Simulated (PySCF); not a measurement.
## Basis-set dependence of the ionisation energy of Lu⁺

Lu⁺ [Xe] 4f14 6s2 (1S) → Lu²⁺ [Xe] 4f14 6s1 (2S). Calculated with PySCF 2.14 from differences of total energies of unrestricted determinants, without spin-orbit coupling. Values in eV.

| basis | Hamiltonian | functions | UHF | PBE | PBE0 | MP2 (valence) | CCSD(T) (valence) |
| --- | --- | --- | --- | --- | --- | --- | --- |
| cc-pVDZ-X2C | spin-free X2C | 84 | 12.632 | 14.108 | 13.902 | 13.867 | 13.848 |
| x2c-TZVPPall | spin-free X2C | 99 | 12.625 | 14.093 | 13.891 | 13.935 | 13.902 |
| ANO-RCC-VTZP | spin-free X2C | 104 | 12.621 | 14.107 | 13.894 | 13.901 | 13.854 |
| x2c-TZVPPall with one added diffuse shell each of s, p, d type | spin-free X2C | 108 | 12.620 | 14.082 | 13.881 | 13.927 | n/a |

Q: Estimate the row for cc-pVTZ-X2C (spin-free X2C, 145 functions).

A: From the rows with the same Hamiltonian and similar size; the calculation gives UHF 12.60; MP2 (valence) 13.99; CCSD(T) (valence) 13.92 (eV).

Frozen in the all-electron rows: valence: [Kr] 4d10.

Reference for a calculation without spin-orbit coupling: 14.13 ± 0.05 (s) eV (semi-empirical (NIST evaluation); NIST).
